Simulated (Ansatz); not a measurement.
Born–Oppenheimer molecular dynamics of Cl$_{2}$H$_{4}$OSi$_{2}$ (9 atoms, charge 0, multiplicity 1). It starts at the highest image of a converged band. Of that band: Neighbouring images differ by up to 1.4 eV, so the band resolves the path poorly. A vibrational analysis at the climbing image gives one clearly imaginary mode, 1165i cm⁻¹: a first-order saddle point.

All numbers below come from Ansatz, RKS r2SCAN-D4/6-31G*.

```json
{"ensemble": "NVE (velocity Verlet)", "time step": "0.5 fs", "steps asked": "170", "starting velocities drawn for": "300 K", "seed": "10716"}
```

Frames 5 fs apart, positions in Å.

Velocities at 5.0 fs (Å/ps):

```
Si 2.27 0.50 -1.89
Si -0.32 -3.45 3.32
O -3.84 1.14 -3.38
H -1.25 7.24 7.72
Cl -0.86 -1.68 -0.80
Cl 0.48 3.36 1.27
H -0.54 4.79 -16.74
H 1.65 -7.42 5.78
H 19.81 0.53 0.30
```

```xyz
9
Properties=species:S:1:pos:R:3 time_fs=5.0 energy_less_start_eV=0.124 T=164
Si -0.642 -1.109 -0.314
Si 0.639 1.053 0.287
O 0.102 -1.560 -1.605
H 0.667 -0.205 -0.892
Cl -2.542 -0.326 -0.409
Cl -0.494 -2.124 1.462
H 0.333 2.099 -0.650
H 2.086 0.924 0.559
H -0.020 1.223 1.680
9
Properties=species:S:1:pos:R:3 time_fs=10.0 energy_less_start_eV=0.110 T=179
Si -0.632 -1.106 -0.323
Si 0.639 1.037 0.306
O 0.085 -1.556 -1.624
H 0.596 -0.212 -0.805
Cl -2.546 -0.334 -0.413
Cl -0.491 -2.107 1.468
H 0.324 2.150 -0.722
H 2.105 0.892 0.573
H 0.069 1.214 1.611
9
Properties=species:S:1:pos:R:3 time_fs=15.0 energy_less_start_eV=0.026 T=271
Si -0.628 -1.109 -0.333
Si 0.646 1.030 0.318
O 0.068 -1.557 -1.646
H 0.538 -0.191 -0.673
Cl -2.547 -0.342 -0.416
Cl -0.488 -2.090 1.473
H 0.345 2.097 -0.638
H 2.103 0.865 0.539
H 0.011 1.211 1.652
9
Properties=species:S:1:pos:R:3 time_fs=20.0 energy_less_start_eV=-0.008 T=310
Si -0.636 -1.124 -0.348
Si 0.660 1.032 0.337
O 0.049 -1.564 -1.666
H 0.592 -0.099 -0.570
Cl -2.546 -0.349 -0.418
Cl -0.484 -2.071 1.476
H 0.340 2.108 -0.575
H 2.112 0.843 0.495
H -0.099 1.175 1.663
9
Properties=species:S:1:pos:R:3 time_fs=25.0 energy_less_start_eV=-0.164 T=482
Si -0.651 -1.153 -0.372
Si 0.678 1.052 0.370
O 0.026 -1.577 -1.679
H 0.595 -0.164 -0.562
Cl -2.542 -0.355 -0.419
Cl -0.479 -2.050 1.479
H 0.307 2.221 -0.575
H 2.155 0.857 0.512
H -0.144 1.075 1.532
9
Properties=species:S:1:pos:R:3 time_fs=30.0 energy_less_start_eV=-0.384 T=724
Si -0.673 -1.192 -0.400
Si 0.703 1.085 0.397
O 0.002 -1.601 -1.697
H 0.583 -0.155 -0.525
Cl -2.538 -0.359 -0.418
Cl -0.473 -2.029 1.480
H 0.333 2.195 -0.457
H 2.156 0.928 0.610
H -0.248 0.951 1.558
9
Properties=species:S:1:pos:R:3 time_fs=35.0 energy_less_start_eV=-0.551 T=909
Si -0.702 -1.238 -0.426
Si 0.729 1.120 0.427
O -0.019 -1.640 -1.726
H 0.583 -0.009 -0.436
Cl -2.533 -0.361 -0.417
Cl -0.466 -2.008 1.479
H 0.347 2.264 -0.397
H 2.160 1.043 0.790
H -0.245 0.869 1.562
9
Properties=species:S:1:pos:R:3 time_fs=40.0 energy_less_start_eV=-0.629 T=996
Si -0.732 -1.289 -0.452
Si 0.754 1.163 0.469
O -0.039 -1.688 -1.760
H 0.551 -0.015 -0.488
Cl -2.529 -0.361 -0.415
Cl -0.459 -1.988 1.475
H 0.359 2.407 -0.365
H 2.161 1.182 0.999
H -0.144 0.872 1.524
9
Properties=species:S:1:pos:R:3 time_fs=45.0 energy_less_start_eV=-0.677 T=1049
Si -0.760 -1.344 -0.479
Si 0.783 1.216 0.506
O -0.063 -1.745 -1.790
H 0.565 0.031 -0.513
Cl -2.527 -0.359 -0.413
Cl -0.451 -1.968 1.468
H 0.431 2.408 -0.218
H 2.111 1.305 1.141
H -0.179 0.916 1.651
9
Properties=species:S:1:pos:R:3 time_fs=50.0 energy_less_start_eV=-0.745 T=1124
Si -0.785 -1.401 -0.507
Si 0.806 1.264 0.550
O -0.091 -1.806 -1.813
H 0.648 0.200 -0.416
Cl -2.526 -0.356 -0.412
Cl -0.443 -1.951 1.457
H 0.473 2.530 -0.141
H 2.121 1.378 1.212
H -0.171 1.033 1.673
9
Properties=species:S:1:pos:R:3 time_fs=55.0 energy_less_start_eV=-0.745 T=1124
Si -0.808 -1.457 -0.534
Si 0.827 1.321 0.604
O -0.121 -1.870 -1.829
H 0.745 0.220 -0.419
Cl -2.526 -0.352 -0.411
Cl -0.433 -1.935 1.442
H 0.512 2.666 -0.097
H 2.193 1.391 1.220
H -0.154 1.166 1.626
9
Properties=species:S:1:pos:R:3 time_fs=60.0 energy_less_start_eV=-0.707 T=1083
Si -0.834 -1.510 -0.554
Si 0.852 1.391 0.653
O -0.150 -1.938 -1.844
H 0.819 0.225 -0.409
Cl -2.525 -0.349 -0.412
Cl -0.424 -1.922 1.423
H 0.604 2.639 -0.009
H 2.231 1.361 1.183
H -0.261 1.240 1.702
```

Of the whole run (85 fs, mean temperature of the second half 1097 K): The conserved energy stayed within 0.14 meV per atom of its start (net change 0.044 meV per atom), so the integration is sound. The system heated up, since it started high on the potential surface and ran downhill. A run of 0.085 ps of so small a system gives no equilibrium averages. The orbitals stay closed-shell, which can raise the energy where a bond breaks towards radicals; this wasn't checked here.

Run time: 14 min on 2 threads of Arm Neoverse V1, on a shared host, peak memory 0.18 GiB.
